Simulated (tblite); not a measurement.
Species: C5H8BrClSi2.
SMILES with atom numbers: `[CH:1]#[C:2][C@@H:3]1[CH2:4][Si@@:5]([Br:6])([CH2:7][Cl:8])[SiH2:9]1` (hydrogens: H10 on C1; H11 on C3; H12, H13 on C4; H14, H15 on C7; H16, H17 on Si9)

Computed with GFN2-xTB (tblite), gas phase: L-BFGS steps from a force-field or distance-geometry start until the largest atomic force falls under 0.01 eV/Å.

Step 145: E = -729.4039 eV
```
atom  x, y, z in Å  |  force x, y, z in eV/Å
C1      3.6499   -0.3206   -0.2916   -0.120  -0.038   0.011
C2      2.4538   -0.4037   -0.2970    0.104   0.004  -0.012
C3      1.0196   -0.4796   -0.2849   -0.012   0.018  -0.023
C4      0.3388    0.9189   -0.3040   -0.021   0.010  -0.010
Si5    -1.0749    0.6041    0.9647    0.015  -0.034   0.015
Br6    -1.2567    2.3016    2.4469    0.021   0.011  -0.034
C7     -2.8497    0.4925    0.2233   -0.022  -0.009   0.039
Cl8    -3.3084   -1.2360    0.0988   -0.001   0.050  -0.036
Si9     0.2268   -1.3106    1.2898   -0.010  -0.017   0.016
H10     4.6971   -0.2743   -0.2946    0.012   0.032   0.003
H11     0.7099   -1.0502   -1.1667   -0.002   0.030  -0.031
H12     1.0365    1.6769    0.0537    0.006  -0.014   0.048
H13     0.0546    1.2223   -1.3101   -0.035  -0.027  -0.025
H14    -2.9352    0.9084   -0.7794    0.041  -0.001   0.041
H15    -3.5946    0.9707    0.8592    0.046  -0.046  -0.032
H16     1.1503   -1.3716    2.4241   -0.037   0.014  -0.006
H17    -0.3249   -2.6366    1.0075    0.014   0.017   0.035
```

Step 146: E = -729.4050 eV
```
atom  x, y, z in Å  |  force x, y, z in eV/Å
C1      3.6467   -0.3302   -0.3199   -0.096  -0.043   0.025
C2      2.4507   -0.4104   -0.3074    0.018   0.009  -0.007
C3      1.0147   -0.4791   -0.2778    0.032   0.012  -0.035
C4      0.3386    0.9207   -0.2895    0.003   0.099  -0.056
Si5    -1.0808    0.6071    0.9748    0.063  -0.072  -0.021
Br6    -1.2736    2.3049    2.4505    0.013   0.035  -0.015
C7     -2.8472    0.4890    0.2161    0.053   0.000  -0.059
Cl8    -3.2842   -1.2387    0.0550   -0.018  -0.017  -0.026
Si9     0.2323   -1.3013    1.3059   -0.010  -0.002   0.029
H10     4.6941   -0.2914   -0.3301    0.013   0.035  -0.006
H11     0.6928   -1.0486   -1.1576    0.000   0.041   0.007
H12     1.0383    1.6747    0.0796   -0.030  -0.060   0.021
H13     0.0630    1.2355   -1.2971   -0.024  -0.047   0.043
H14    -2.9243    0.9177   -0.7826    0.047   0.013   0.057
H15    -3.6034    0.9500    0.8458   -0.021  -0.005   0.041
H16     1.1542   -1.3611    2.4427   -0.041   0.027  -0.025
H17    -0.3190   -2.6266    1.0313   -0.003  -0.025   0.028
```

Q: Estimate the geometry and energy of step 147. (The exact step hangs on the optimiser's Hessian estimate; all steps are aligned on step 146, rigid shifts and turns removed.)

A: E = -729.4064 eV, largest force 0.138 eV/Å
```
atom  x, y, z in Å  |  force x, y, z in eV/Å
C1      3.6401   -0.3511   -0.3447   -0.126  -0.043   0.035
C2      2.4433   -0.4190   -0.3163    0.084   0.015  -0.012
C3      1.0077   -0.4753   -0.2730    0.026   0.041  -0.019
C4      0.3424    0.9301   -0.2761    0.016   0.100  -0.044
Si5    -1.0827    0.6158    0.9821    0.048  -0.065  -0.012
Br6    -1.2994    2.3178    2.4510    0.015   0.027  -0.024
C7     -2.8428    0.4823    0.2102    0.001  -0.017  -0.021
Cl8    -3.2446   -1.2533    0.0103   -0.009   0.047  -0.020
Si9     0.2331   -1.2897    1.3180    0.004  -0.022   0.050
H10     4.6881   -0.3223   -0.3631   -0.001   0.034  -0.009
H11     0.6737   -1.0398   -1.1506   -0.016   0.026  -0.002
H12     1.0472    1.6741    0.1052   -0.045  -0.067   0.007
H13     0.0739    1.2569   -1.2818   -0.021  -0.047   0.046
H14    -2.9166    0.9284   -0.7809    0.033   0.011   0.054
H15    -3.6167    0.9177    0.8413    0.052  -0.047  -0.007
H16     1.1567   -1.3405    2.4561   -0.054   0.031  -0.051
H17    -0.3104   -2.6199    1.0521   -0.007  -0.025   0.030
```

The energy changes by -0.0013 eV. The first-order estimate −F·Δx gives -0.0019 eV and the mean of the old and new forces, exact on a quadratic surface, -0.0013 eV. The step makes an angle of 86° with the force vector and moves no atom by more than 0.061 Å.

What follows is the cost of the whole relaxation. Hardware: one thread, AMD EPYC 7R43 (x86_64), shared host with 256 logical CPUs at a one-minute load of 92. Cost: 4.0 s.
